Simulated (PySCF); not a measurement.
# Radial density of As (arsenic, neutral)

UHF, [Ar] 3d10 4s1 4p4, high-spin 4P determinant (an excited configuration). All numbers are calculated (PySCF 2.14, the spin-free X2C one-electron Hamiltonian (Gaussian nucleus), in dyall-av3z (24s17p11d2f, 144 functions)).

| r (bohr) | 4πr²ρ (e/bohr) | 4πr²(ρα − ρβ) |
| --- | --- | --- |
| 0.000798 | 0.3151 | 0.0002 |
| 0.00134 | 0.7871 | 0.0005 |
| 0.00226 | 1.925 | 0.0012 |
| 0.00380 | 4.542 | 0.0028 |
| 0.00639 | 10.06 | 0.0062 |
| 0.0107 | 19.99 | 0.0121 |
| 0.0181 | 33.08 | 0.0193 |
| 0.0304 | 40.77 | 0.0232 |
| 0.0511 | 35.31 | 0.0316 |
| 0.0860 | 35.88 | 0.0857 |
| 0.145 | 47.74 | 0.0912 |
| 0.243 | 29.59 | -0.0391 |
| 0.409 | 28.66 | 0.2349 |
| 0.688 | 23.11 | -0.0265 |
| 1.16 | 5.268 | 0.8113 |
| 1.95 | 2.620 | 1.7193 |
| 3.28 | 0.9357 | 0.4497 |
| 5.51 | 0.07684 | -0.0119 |
| 9.27 | 0.001119 | -0.0010 |

Densities and radii are taken from the X2C orbitals without a picture-change correction, which distorts them close to the nucleus.

Q: Where is the radial spin density 4πr²(ρα − ρβ) most negative, and why is it negative at all?

A: Around r = 0.243 bohr, down to -0.0391 e/bohr: exchange with the open shell polarises the paired shells in an unrestricted calculation.
